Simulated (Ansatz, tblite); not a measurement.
Removing an electron: CoO₃F₃H₆⁻ (relaxed from a model of mer-[CoF3(H2O)3]-, whose bonding it doesn't keep). Charge -1, multiplicity 4. Geometry: r2SCAN-D4/def2-SVPD. Ansatz, gas phase; energy differences of separate SCF runs; the oxidised species was run as a quintet alone.

```xyz
13

Co    0.1328   -0.1509    0.3667
F    -0.9121   -1.1574   -0.8786
F     0.4522    1.7095    0.1339
F     1.0956   -1.0496    1.7460
O    -1.2200    1.3689   -2.1241
H    -1.2309    0.4185   -1.9090
H    -0.6445    1.7295   -1.4251
O    -1.6677   -0.7447    1.5891
H    -1.0187   -1.2866    2.0688
H    -1.8215   -1.2110    0.7395
O     2.3343   -0.0652   -0.4460
H     2.4235   -0.4300    0.4544
H     2.0771    0.8690   -0.3155
```

The xTB rows come from tblite. HOMO above LUMO, or a gap near zero within one spin, warns that the state may not be the lowest or that an electron is smeared out. In the quartet geometry the species has come apart into loosely held pieces. In the quintet geometry the species has come apart into loosely held pieces.

Estimate orbital energies and vertical ionisation energies at: GFN1-xTB; PBE-D4/def2-TZVPD; r2SCAN-D4/def2-TZVPD; PBE0-D4/def2-TZVPD.


```json
{"level": "GFN1-xTB", "−HOMO (eV)": "–", "vertical IE (eV)": "10.59", "−LUMO (eV)": "–", "HOMO–LUMO gap (eV)": "–", "remarks": "–"}
{"level": "PBE-D4/def2-TZVPD", "−HOMO (eV)": "0.30", "vertical IE (eV)": "4.11", "−LUMO (eV)": "-0.86", "HOMO–LUMO gap (eV)": "1.16", "remarks": "gap within one spin near zero (quintet)"}
{"level": "r2SCAN-D4/def2-TZVPD", "−HOMO (eV)": "0.79", "vertical IE (eV)": "4.43", "−LUMO (eV)": "-1.40", "HOMO–LUMO gap (eV)": "2.20", "remarks": "gap within one spin near zero (quintet)"}
{"level": "PBE0-D4/def2-TZVPD", "−HOMO (eV)": "3.02", "vertical IE (eV)": "5.06", "−LUMO (eV)": "-3.07", "HOMO–LUMO gap (eV)": "6.09", "remarks": "–"}
```

  HOMO and LUMO are the levels of the spin that leaves or enters (xTB has no such levels and no spin-polarisation term). Other spin states of the ions may lie lower, which would lower the ionisation energy or raise the affinity. Raw xTB energy differences between charge states are shifted by several eV; the methods need an empirical correction for them.
